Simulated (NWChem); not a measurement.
System: SiN$_{2}$H$_{4}$ClF; SMILES N[Si](N)(F)Cl

The following NWChem deck was run.

```
start job
memory heap 200 mb stack 900 mb global 1100 mb
geometry units angstroms
  N     -1.426054    -1.048196     0.745557
  Si    -0.012727    -0.193846     0.306314
  N      1.305834    -1.271292     0.407513
  F      0.022930     1.018207     1.374921
  Cl     0.054102     0.674247    -1.505566
  H     -1.706452    -1.859192     0.222835
  H     -2.227056    -0.533632     1.071728
  H      1.448624    -1.808851     1.244287
  H      2.174949    -1.072177    -0.056703
end
basis spherical
  * library def2-svp
end
dft
  xc pbe0
  iterations 150
end
driver
  maxiter 120
end
task dft optimize
task dft freq
```

NWChem printed, in part:

```
             Northwest Computational Chemistry Package (NWChem) 7.3.0
             --------------------------------------------------------

 C1  symmetry detected

                             Geometry "geometry" -> ""
                             -------------------------

 Output coordinates in angstroms (scale by  1.889725989 to convert to a.u.)

  No.       Tag          Charge          X              Y              Z
 ---- ---------------- ---------- -------------- -------------- --------------
    1 N                    7.0000    -0.47146860    -1.23447084    -1.32849156
    2 Si                  14.0000     0.01487363    -0.30698303     0.02190806
    3 N                    7.0000     1.62963713    -0.71743914     0.38769331
    4 F                    9.0000    -1.06055148    -0.72579013     1.15342308
    5 Cl                  17.0000    -0.08422804     1.69645501    -0.10990844
    6 H                    1.0000     0.02514965    -1.15515481    -2.19835082
    7 H                    1.0000    -1.45290898    -1.39210017    -1.48563997
    8 H                    1.0000     1.88778554    -1.68255348     0.49475912
    9 H                    1.0000     2.20140336    -0.11668318     0.95574244

 Effective nuclear repulsion energy (a.u.)     316.3895253833

                                Z-matrix (autoz)
                                --------

 Units are Angstrom for bonds and degrees for angles

      Type          Name      I     J     K     L     M      Value
      ----------- --------  ----- ----- ----- ----- ----- ----------
    1 Stretch                  1     2                       1.70890
    2 Stretch                  1     6                       1.00478
    3 Stretch                  1     7                       1.00636
    4 Stretch                  2     3                       1.70579
    5 Stretch                  2     4                       1.61625
    6 Stretch                  2     5                       2.01021
    7 Stretch                  3     8                       1.00476
    8 Stretch                  3     9                       1.00524
    9 Bend                     1     2     3               107.95446
   10 Bend                     1     2     4               102.89819
   11 Bend                     1     2     5               118.36343
   12 Bend                     2     1     6               120.03988
   13 Bend                     2     1     7               119.07486
   14 Bend                     2     3     8               119.81446
   15 Bend                     2     3     9               121.05132
   16 Bend                     3     2     4               114.67045
   17 Bend                     3     2     5               107.49022
   18 Bend                     4     2     5               105.74482
   19 Bend                     6     1     7               111.05073
   20 Bend                     8     3     9               111.57336
   21 Torsion                  1     2     3     8         -51.19345
   22 Torsion                  1     2     3     9         161.69979
   23 Torsion                  3     2     1     6         -59.53299
   24 Torsion                  3     2     1     7         157.68990
   25 Torsion                  4     2     1     6         178.84402
   26 Torsion                  4     2     1     7          36.06691
   27 Torsion                  4     2     3     8          62.82652
   28 Torsion                  4     2     3     9         -84.28024
   29 Torsion                  5     2     1     6          62.74110
   30 Torsion                  5     2     1     7         -80.03601
   31 Torsion                  5     2     3     8        -179.92682
   32 Torsion                  5     2     3     9          32.96642

                           NWChem Geometry Optimization
                           ----------------------------

 maximum gradient threshold         (gmax) =   0.000450
 rms gradient threshold             (grms) =   0.000300
 maximum cartesian step threshold   (xmax) =   0.001800
 rms cartesian step threshold       (xrms) =   0.001200
 fixed trust radius                (trust) =   0.300000
 source of zmatrix                         =   autoz

          -------------------
          Energy Minimization
          -------------------

 Using diagonal initial Hessian
 Scaling for Hessian diagonals: bonds = 1.00  angles = 0.25  torsions = 0.10

          --------
          Step   0

                                 NWChem DFT Module
                                 -----------------

 Summary of "ao basis" -> "ao basis" (spherical)
 ------------------------------------------------------------------------------
       Tag                 Description            Shells   Functions and Types
 ---------------- ------------------------------  ------  ---------------------
 N                          def2-svp                 6       14   3s2p1d
 Si                         def2-svp                 8       18   4s3p1d
 F                          def2-svp                 6       14   3s2p1d
 Cl                         def2-svp                 8       18   4s3p1d
 H                          def2-svp                 3        5   2s1p

            General Information
            -------------------
          SCF calculation type: DFT
          Wavefunction type:  closed shell.
          No. of atoms     :     9
          No. of electrons :    58
           Alpha electrons :    29
            Beta electrons :    29
          Charge           :     0
          Spin multiplicity:     1
          Use of symmetry is: off; symmetry adaption is: off
          Maximum number of iterations: 150
          AO basis - number of functions:    98
                     number of shells:    46
          Convergence on energy requested:  1.00D-06
          Convergence on density requested:  1.00D-05
          Convergence on gradient requested:  5.00D-04

              XC Information
              --------------
                         PBE0 Method XC Functional
                     Hartree-Fock (Exact) Exchange  0.250
          PerdewBurkeErnzerhof Exchange Functional  0.750
            Perdew 1991 LDA Correlation Functional  1.000 local
           PerdewBurkeErnz. Correlation Functional  1.000 non-local

             Grid Information
             ----------------
          Grid used for XC integration:  medium
          Radial quadrature: Mura-Knowles
          Angular quadrature: Lebedev.
          Tag              B.-S. Rad. Rad. Pts. Rad. Cut. Ang. Pts.
          ---              ---------- --------- --------- ---------
          N                   0.65       49          10.0       434
          Si                  1.10       88           8.0       590
          F                   0.50       49          10.0       434
          Cl                  1.00       88          11.0       590
          H                   0.35       45          12.0       434
          Grid pruning is: on
          Number of quadrature shells:   503
          Spatial weights used:  Erf1

      Superposition of Atomic Density Guess
      -------------------------------------

 Sum of atomic energies:        -957.84005411

      Non-variational initial energy
      ------------------------------

 Total energy =    -959.740724
 1-e energy   =   -1953.723120
 2-e energy   =     677.592871
 HOMO         =      -0.365089
 LUMO         =       0.063300

[...]

      ----------------------
      Optimization converged
      ----------------------

  Step       Energy      Delta E   Gmax     Grms     Xrms     Xmax
  ---- ---------------- -------- -------- -------- -------- --------
@    9    -960.74186232 -2.7D-07  0.00004  0.00001  0.00079  0.00178
                                     ok       ok       ok       ok

                                Z-matrix (autoz)
                                --------

 Units are Angstrom for bonds and degrees for angles

      Type          Name      I     J     K     L     M      Value     Gradient
      ----------- --------  ----- ----- ----- ----- ----- ---------- ----------
    1 Stretch                  1     2                       1.69862    0.00002
    2 Stretch                  1     6                       1.01266    0.00000
    3 Stretch                  1     7                       1.01324    0.00001
    4 Stretch                  2     3                       1.69491    0.00004
    5 Stretch                  2     4                       1.62159    0.00000
    6 Stretch                  2     5                       2.06809    0.00003
    7 Stretch                  3     8                       1.01298    0.00002
    8 Stretch                  3     9                       1.01213    0.00000
    9 Bend                     1     2     3               109.95857   -0.00001
   10 Bend                     1     2     4               104.36548    0.00001
   11 Bend                     1     2     5               117.20059    0.00000
   12 Bend                     2     1     6               120.61072    0.00001
   13 Bend                     2     1     7               120.07314    0.00000
   14 Bend                     2     3     8               120.92526    0.00000
   15 Bend                     2     3     9               121.50340   -0.00001
   16 Bend                     3     2     4               116.13871   -0.00001
   17 Bend                     3     2     5               105.49203    0.00001
   18 Bend                     4     2     5               104.00672   -0.00000
   19 Bend                     6     1     7               112.16696   -0.00000
   20 Bend                     8     3     9               113.01599    0.00000
   21 Torsion                  1     2     3     8         -49.23137    0.00000
   22 Torsion                  1     2     3     9         156.38042    0.00001
   23 Torsion                  3     2     1     6         -53.67579    0.00000
   24 Torsion                  3     2     1     7         158.20041   -0.00002
   25 Torsion                  4     2     1     6        -178.90382    0.00001
   26 Torsion                  4     2     1     7          32.97238   -0.00001
   27 Torsion                  4     2     3     8          68.94848    0.00001
   28 Torsion                  4     2     3     9         -85.43973    0.00002
   29 Torsion                  5     2     1     6          66.73158    0.00000
   30 Torsion                  5     2     1     7         -81.39222   -0.00002
   31 Torsion                  5     2     3     8        -176.48231    0.00001
   32 Torsion                  5     2     3     9          29.12948    0.00001

                         Geometry "geometry" -> "geometry"
                         ---------------------------------

 Output coordinates in angstroms (scale by  1.889725989 to convert to a.u.)

  No.       Tag          Charge          X              Y              Z
 ---- ---------------- ---------- -------------- -------------- --------------
    1 N                    7.0000    -0.48626928    -1.22429311    -1.33536561
    2 Si                  14.0000     0.00887333    -0.34797946     0.03292248
    3 N                    7.0000     1.61832313    -0.72330711     0.40909829
    4 F                    9.0000    -1.09319787    -0.71310883     1.16502982
    5 Cl                  17.0000    -0.06324616     1.71526783    -0.08881362
    6 H                    1.0000     0.04912416    -1.18556546    -2.19404820
    7 H                    1.0000    -1.47204604    -1.38447891    -1.50637048
    8 H                    1.0000     1.92730011    -1.68594845     0.47227657
    9 H                    1.0000     2.20083081    -0.08530628     0.93640596

 Effective nuclear repulsion energy (a.u.)     314.0072464876

                Final and change from initial internal coordinates
                --------------------------------------------------

                                Z-matrix (autoz)
                                --------

 Units are Angstrom for bonds and degrees for angles

[...]

 Rotational Constants
 --------------------
 A=   0.124955 cm-1  (  0.179778 K)
 B=   0.079620 cm-1  (  0.114552 K)
 C=   0.075340 cm-1  (  0.108395 K)

 Temperature                      =   298.15K
 frequency scaling parameter      =   1.0000

 Zero-Point correction to Energy  =   36.355 kcal/mol  (  0.057935 au)
 Thermal correction to Energy     =   40.854 kcal/mol  (  0.065105 au)
 Thermal correction to Enthalpy   =   41.446 kcal/mol  (  0.066049 au)

 Total Entropy                    =   81.967 cal/mol-K
   - Translational                =   40.090 cal/mol-K (mol. weight = 113.9816)
   - Rotational                   =   27.155 cal/mol-K (symmetry #  =        1)
   - Vibrational                  =   14.722 cal/mol-K

 Cv (constant volume heat capacity) =   24.844 cal/mol-K
   - Translational                  =    2.979 cal/mol-K
   - Rotational                     =    2.979 cal/mol-K
   - Vibrational                    =   18.885 cal/mol-K

[normal modes left out]

 ----------------------------------------------------------------------------
 Normal Eigenvalue ||           Projected Infra Red Intensities
  Mode   [cm**-1]  || [atomic units] [(debye/angs)**2] [(KM/mol)] [arbitrary]
 ------ ---------- || -------------- ----------------- ---------- -----------
    1       -0.000 ||    0.000760           0.018         0.741       0.130
    2       -0.000 ||    0.000489           0.011         0.477       0.084
    3        0.000 ||    0.000788           0.018         0.768       0.135
    4        0.000 ||    0.001124           0.026         1.096       0.192
    5        0.000 ||    0.000113           0.003         0.110       0.019
    6        0.000 ||    0.000174           0.004         0.169       0.030
    7      187.301 ||    0.012161           0.281        11.855       2.079
    8      195.918 ||    0.000433           0.010         0.422       0.074
    9      235.236 ||    0.000525           0.012         0.512       0.090
   10      284.802 ||    0.001930           0.045         1.881       0.330
   11      305.753 ||    0.017470           0.403        17.030       2.987
   12      324.954 ||    0.039268           0.906        38.280       6.714
   13      372.130 ||    0.191706           4.423       186.884      32.777
   14      408.276 ||    0.118622           2.737       115.639      20.282
   15      418.722 ||    0.087077           2.009        84.887      14.888
   16      538.801 ||    0.130828           3.018       127.537      22.368
   17      782.892 ||    0.006907           0.159         6.734       1.181
   18      817.152 ||    0.003243           0.075         3.161       0.554
   19      845.109 ||    0.200956           4.636       195.902      34.359
   20      951.544 ||    0.186038           4.292       181.359      31.808
   21      989.352 ||    0.207003           4.776       201.796      35.393
   22     1526.714 ||    0.106011           2.446       103.345      18.125
   23     1535.274 ||    0.051552           1.189        50.255       8.814
   24     3626.574 ||    0.071229           1.643        69.438      12.179
   25     3628.978 ||    0.031308           0.722        30.521       5.353
   26     3730.470 ||    0.053322           1.230        51.981       9.117
   27     3736.898 ||    0.058129           1.341        56.667       9.939
 ----------------------------------------------------------------------------
```

Level: PBE0/def2-SVP.
